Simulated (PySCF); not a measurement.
## GeCl, HF: how much the basis matters

PySCF, UHF reference; doublet, unpaired electrons π ↑; De to Ge + Cl without counterpoise correction.

| basis | relativity | functions | Re (Å) | ωe (cm⁻¹) | De (eV) | μ (D) |
| --- | --- | --- | --- | --- | --- | --- |
| cc-pVDZ-PP/cc-pV(D+d)Z | scalar-relativistic core potentials | 46 | 2.210 | 392 | 2.58 | -2.51 |
| def2-TZVPP | no relativity | 90 | 2.188 | 403 | 2.74 | -2.02 |
| def2-TZVPPD | no relativity | 105 | 2.189 | 402 | 2.76 | -1.96 |

How does each smaller set differ from the one with most functions, def2-TZVPPD?

cc-pVDZ-PP/cc-pV(D+d)Z: +2.1 pm, -2.5 % in ωe, -0.18 eV in De; def2-TZVPP: -0.1 pm, +0.2 % in ωe, -0.02 eV in De. All at HF; the set with most functions is neither the basis-set limit nor always the best. The rows treat relativity differently, so the differences are not basis effects alone.

A positive dipole means Ge(−)Cl(+). Spin–orbit coupling is left out. Hartree–Fock leaves out correlation, which carries a large part of most bond energies and some tenths to 1 eV of ionisation energies. The state was picked by a PBE0 search and need not be the measured ground state.
